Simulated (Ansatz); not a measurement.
Born–Oppenheimer molecular dynamics of AlClH$_{2}$O$_{2}$ (6 atoms, charge 0, multiplicity 1). It starts from a rough guess of a transition structure, not a stationary point.

Method: Ansatz 0.2.0, UHF/def2-SVP.

| Quantity | Value |
| --- | --- |
| ensemble | NVE (velocity Verlet) |
| time step | 0.5 fs |
| steps asked | 150 |
| starting velocities drawn for | 100 K |
| seed | 429515 |

First frame:

```xyz
6
Properties=species:S:1:pos:R:3
Al -0.445 0.850 -0.031
O 0.731 -0.930 0.412
O -1.445 -0.296 -0.583
H -0.422 -0.929 -0.144
Cl 0.185 2.695 0.443
H 1.395 -1.389 -0.097
```

Problem. How far do the bonds stretch over the last three quarters of this one trajectory? (Pairs bonded in most of those frames.)

Solution. 
```tsv
bond	mean (Å)	spread (Å)	shortest	longest
Al1–O2	1.778	0.245	1.47	2.15
Al1–O3	1.764	0.083	1.62	1.87
Al1–Cl5	2.133	0.087	1.96	2.23
O2–H6	0.947	0.009	0.93	0.96
O3–H4	0.976	0.096	0.83	1.10
```

Mean temperature of the second half: 3728 K. The conserved energy stayed within 3 meV per atom of its start (net change -2.1 meV per atom), so the integration is sound. The system heated up, since it started high on the potential surface and ran downhill. A run of 0.075 ps of so small a system gives no equilibrium averages. The orbitals stay closed-shell, which can raise the energy where a bond breaks towards radicals; this wasn't checked here.

Time of the run: 8.3 min on 1 thread of AMD EPYC 7571, on a shared host, peak memory 0.18 GiB.
